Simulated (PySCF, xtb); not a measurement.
Cu(OH) (CuHO), SMILES [OH][Cu], multiplicity 1.

xtb 6.7.1 with GFN2-xTB at its own geometry gives an orbital gap of 4.55 eV and a dipole moment of 4.68 D.

Geometry: r2SCAN-D4/def2-TZVP. The spin state was assumed, not searched.

Problem. What does PBE/def2-TZVPD (PySCF) give? (Estimate from the structure and the level; the computed values follow.)

Solution. gap 1.70 eV (levels -5.32 and -3.62 eV), dipole 3.31 D.
